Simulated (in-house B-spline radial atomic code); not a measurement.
**RPA and G0W0 on TPSS: the iridium ion Ir⁴⁺**

Configuration [Xe] 4f14 5d5, highest spin, mean-field start TPSS. Computed with an all-electron radial atomic-structure program (B-spline basis): all electrons, scalar-relativistic (spin-free one-electron X2C), finite nucleus, each spin shell either full or empty, empty states to l = 9 with an (l + 1/2)⁻⁴ tail; G0W0 by contour deformation at full frequency.

Without the two-electron picture change, the correlation of inner shells comes somewhat too large for so heavy an element.

Command:
```bash
python run_gw.py task.json out
```
Settings (radii: box in bohr, nucleus in fm):
```
Z                        77
electrons                73
configuration            [Xe] 4f14 5d5
hamiltonian              x2c
method                   tpss,tpss
lmax                     9
rms_radius               5.4032
spin_polarised           True
box_radius               11.96
intervals                67
```

Time taken, with all properties: 12 s on 1 thread of Arm Neoverse N1 (shared host).

Energies (hartree):

| term | value |
| --- | --- |
| mean-field total | -17825.51139 |
| Hartree-Fock functional on these orbitals | -17820.77186 |
| direct second order | -7.5539 |
| second-order exchange | 1.8862 |
| SOSEX correction | 1.7729 |

(1) What is the RPA correlation energy, and what remains with SOSEX?

Quasi-particle levels (eV):

| level | occupied | mean field | Σx - vxc | Σc | QP weight | G0W0 |
| --- | --- | --- | --- | --- | --- | --- |
| 5d up | yes | -52.04 | -7.43 | ? | ? | ? |
| 4f down | yes | -108.53 | -22.11 | 7.88 | 0.865 | -122.75 |
| 5d down | no | -47.68 | 9.10 | -3.53 | 0.930 | -42.10 |

G0W0 = mean field + (Σx - vxc) + Σc, with Σc (partial-wave tail included) taken at the quasi-particle energy. Only the outer levels were computed. Levels of low weight are left out.

(2) Where does G0W0 put 5d up?

Results:

(1) RPA gives -6.5929 hartree (-2.46 eV per electron); RPA + SOSEX gives -4.82, and the second-order doubles -5.6677 hartree (no singles). RPA lacks exchange-type terms and so overcorrelates at short range.

(2) At -59.53 eV, with Σc = -0.07 eV and a quasi-particle weight of 0.891. The tabulated removal energy is 57 ± 1.9 eV (NIST, tabulated theory); the calculation leaves out spin-orbit coupling, Breit and QED terms, and what these don't explain is the method's own error.
